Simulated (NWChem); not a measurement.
System: C₄H₇N; SMILES C(N)=C=CC

NWChem input:

```
start job
memory heap 200 mb stack 900 mb global 1100 mb
geometry units angstroms noautoz
  C      0.484040    -2.307615     0.201905
  C     -0.418784    -1.232745    -0.359878
  C     -0.402765     0.031393    -0.012379
  C     -0.365642     1.289506     0.365993
  N      0.495808     2.295200    -0.131028
  H      1.070335    -2.782873    -0.596267
  H      1.175591    -1.897508     0.943083
  H     -0.105561    -3.102349     0.678727
  H     -1.137279    -1.568998    -1.114051
  H     -0.990791     1.625863     1.193415
  H      0.929872     2.033854    -1.010907
  H      0.026528     3.190186    -0.234384
end
basis spherical
  * library def2-tzvp
end
dft
  xc xpbe96 cpbe96
  iterations 150
  semidirect filesize 400000000
  mulliken
end
task dft energy
```

Excerpt of the output:

```
             Northwest Computational Chemistry Package (NWChem) 7.3.0
             --------------------------------------------------------

 C1  symmetry detected

                             Geometry "geometry" -> ""
                             -------------------------

 Output coordinates in angstroms (scale by  1.889725989 to convert to a.u.)

  No.       Tag          Charge          X              Y              Z
 ---- ---------------- ---------- -------------- -------------- --------------
    1 C                    6.0000     0.48186156    -2.31387834     0.19301578
    2 C                    6.0000    -0.42615747    -1.23931436    -0.36092514
    3 C                    6.0000    -0.40869361     0.02450559    -0.01234062
    4 C                    6.0000    -0.36988849     1.28229075     0.36695146
    5 N                    7.0000     0.48686703     2.28926147    -0.13556851
    6 H                    1.0000     1.06257392    -2.78782719    -0.61000114
    7 H                    1.0000     1.17858992    -1.90383488     0.92936442
    8 H                    1.0000    -0.10339988    -3.10961656     0.67349515
    9 H                    1.0000    -1.14999514    -1.57551659    -1.10999467
   10 H                    1.0000    -0.98910520     1.61727457     1.19937622
   11 H                    1.0000     0.91454017     2.02916056    -1.01893908
   12 H                    1.0000     0.01599509     3.18390795    -0.23453022

 Effective nuclear repulsion energy (a.u.)     152.7448502538

  pbe96 is a nonlocal functional; adding pw91lda local functional.

                                 NWChem DFT Module
                                 -----------------

 Summary of "ao basis" -> "ao basis" (spherical)
 ------------------------------------------------------------------------------
       Tag                 Description            Shells   Functions and Types
 ---------------- ------------------------------  ------  ---------------------
 C                         def2-tzvp                11       31   5s3p2d1f
 N                         def2-tzvp                11       31   5s3p2d1f
 H                         def2-tzvp                 4        6   3s1p

            General Information
            -------------------
          SCF calculation type: DFT
          Wavefunction type:  closed shell.
          No. of atoms     :    12
          No. of electrons :    38
           Alpha electrons :    19
            Beta electrons :    19
          Charge           :     0
          Spin multiplicity:     1
          Use of symmetry is: off; symmetry adaption is: off
          Maximum number of iterations: 150
          AO basis - number of functions:   197
                     number of shells:    83
          Convergence on energy requested:  1.00D-06
          Convergence on density requested:  1.00D-05
          Convergence on gradient requested:  5.00D-04

              XC Information
              --------------
          PerdewBurkeErnzerhof Exchange Functional  1.000
            Perdew 1991 LDA Correlation Functional  1.000 local
           PerdewBurkeErnz. Correlation Functional  1.000 non-local

             Grid Information
             ----------------
          Grid used for XC integration:  medium
          Radial quadrature: Mura-Knowles
          Angular quadrature: Lebedev.
          Tag              B.-S. Rad. Rad. Pts. Rad. Cut. Ang. Pts.
          ---              ---------- --------- --------- ---------
          C                   0.70       49          13.0       434
          N                   0.65       49          13.0       434
          H                   0.35       45          14.0       434
          Grid pruning is: on
          Number of quadrature shells:   560
          Spatial weights used:  Erf1

      Superposition of Atomic Density Guess
      -------------------------------------

 Sum of atomic energies:        -208.49552903

      Non-variational initial energy
      ------------------------------

 Total energy =    -211.656726
 1-e energy   =    -580.936098
 2-e energy   =     216.534521
 HOMO         =      -0.245240
 LUMO         =       0.000917

------------------------------------------------------------
EAF file 0: "./job.aoints.0" size=756023296 bytes
------------------------------------------------------------
               write      read    awrite     aread      wait
               -----      ----    ------     -----      ----
     calls:     1442         0         0         0         0
   data(b): 7.56e+08  0.00e+00  0.00e+00  0.00e+00
   time(s): 0.00e+00  0.00e+00  0.00e+00  0.00e+00  0.00e+00
rate(mb/s): 0.00e+00  0.00e+00
------------------------------------------------------------

     ---------------------------------------------
      Total Density - Mulliken Population Analysis
     ---------------------------------------------

    Atom       Charge   Shell Charges
 -----------   ------   -------------------------------------------------------
    1 C    6     6.47   0.86  1.12  0.55  0.66  0.11  1.25  1.41  0.44  0.01  0.04  0.00
    2 C    6     6.18   0.86  1.12  0.56  0.59  0.12  1.18  1.30  0.36  0.02  0.07  0.01
    3 C    6     6.13   0.86  1.12  0.60  0.49  0.08  1.24  1.33  0.32  0.02  0.05  0.02
    4 C    6     6.02   0.86  1.12  0.54  0.59  0.09  1.14  1.17  0.38  0.02  0.08  0.01
    5 N    7     7.65   0.82  1.16  0.57  0.82  0.17  1.55  1.81  0.72  0.01  0.03  0.00
    6 H    1     0.83   0.24  0.44  0.13  0.02
    7 H    1     0.84   0.24  0.45  0.13  0.02
    8 H    1     0.83   0.24  0.44  0.13  0.02
    9 H    1     0.84   0.24  0.45  0.13  0.02
   10 H    1     0.84   0.24  0.45  0.13  0.02
   11 H    1     0.70   0.23  0.35  0.09  0.03
   12 H    1     0.69   0.22  0.35  0.08  0.03

   convergence    iter        energy       DeltaE   RMS-Dens  Diis-err
 ---------------- ----- ----------------- --------- --------- ---------
 d= 0,ls=0.0,diis     1   -211.0701695030 -3.64D+02  1.20D-02  7.98D-01
 d= 0,ls=0.0,diis     2   -211.0908857282 -2.07D-02  8.02D-03  3.18D-01
 d= 0,ls=0.0,diis     3   -211.0824768853  8.41D-03  1.82D-03  3.87D-01
 d= 0,ls=0.0,diis     4   -211.1264856122 -4.40D-02  1.17D-03  2.27D-02
 d= 0,ls=0.0,diis     5   -211.1288468473 -2.36D-03  2.27D-04  2.56D-03
  Resetting Diis
 d= 0,ls=0.0,diis     6   -211.1291474075 -3.01D-04  6.55D-05  6.32D-05
 d= 0,ls=0.0,diis     7   -211.1291499432 -2.54D-06  8.76D-05  4.12D-05
 d= 0,ls=0.0,diis     8   -211.1291103147  3.96D-05  6.36D-05  3.18D-04
 d= 0,ls=0.0,diis     9   -211.1291557454 -4.54D-05  2.85D-06  4.29D-07
 d= 0,ls=0.0,diis    10   -211.1291557908 -4.53D-08  1.95D-06  7.48D-08

         Total DFT energy =     -211.129155790766
      One electron energy =     -586.118902657839
           Coulomb energy =      253.153609520066
    Exchange-Corr. energy =      -30.908712906796
 Nuclear repulsion energy =      152.744850253803

 Numeric. integr. density =       37.999999200016

                       DFT Final Molecular Orbital Analysis
                       ------------------------------------

 Vector   17  Occ=2.000000D+00  E=-2.908533D-01
              MO Center=  1.1D-01,  1.4D+00,  4.7D-02, r^2= 2.8D+00
   Bfn.  Coefficient  Atom+Function         Bfn.  Coefficient  Atom+Function
  ----- ------------  ---------------      ----- ------------  ---------------
    98      0.266507   4 C  s                75     -0.210162   3 C  py
   132     -0.204841   5 N  pz              130     -0.194142   5 N  px
    36     -0.180536   2 C  s               135     -0.171068   5 N  pz
   133     -0.167296   5 N  px               99     -0.157273   4 C  px
   101     -0.144634   4 C  pz              136     -0.144081   5 N  px

 Vector   18  Occ=2.000000D+00  E=-2.206137D-01
              MO Center= -3.2D-01, -6.3D-01, -1.1D-01, r^2= 2.6D+00
   Bfn.  Coefficient  Atom+Function         Bfn.  Coefficient  Atom+Function
  ----- ------------  ---------------      ----- ------------  ---------------
    39      0.209081   2 C  pz               68     -0.201120   3 C  px
    70      0.188974   3 C  pz               37     -0.182972   2 C  px
    42      0.170575   2 C  pz               71     -0.168626   3 C  px
    73      0.160262   3 C  pz               40     -0.151845   2 C  px
    43     -0.121845   2 C  px               98      0.119677   4 C  s

 Vector   19  Occ=2.000000D+00  E=-1.765196D-01
              MO Center= -1.8D-02,  9.9D-01,  1.6D-02, r^2= 3.1D+00
   Bfn.  Coefficient  Atom+Function         Bfn.  Coefficient  Atom+Function
  ----- ------------  ---------------      ----- ------------  ---------------
    75      0.298171   3 C  py               98     -0.255889   4 C  s
     5      0.210850   1 C  s               136      0.210136   5 N  px
    36      0.203843   2 C  s               130      0.203700   5 N  px
    68     -0.194777   3 C  px              132      0.188947   5 N  pz
    70     -0.173148   3 C  pz              133      0.171423   5 N  px

 Vector   20  Occ=0.000000D+00  E=-2.464527D-02
              MO Center= -2.7D-01,  2.1D-01, -1.4D-01, r^2= 5.2D+00
   Bfn.  Coefficient  Atom+Function         Bfn.  Coefficient  Atom+Function
  ----- ------------  ---------------      ----- ------------  ---------------
   129      0.879105   5 N  s               194     -0.500147  12 H  s
   182     -0.472376  10 H  s                45     -0.370754   2 C  pz
   188     -0.326228  11 H  s                43      0.298129   2 C  px
    76      0.267004   3 C  pz               74     -0.237348   3 C  px
    39     -0.209723   2 C  pz               37      0.188887   2 C  px

[...]
```

Level: PBE/def2-TZVP. Geometry: optimised at B3LYP/6-31G* (spherical d).
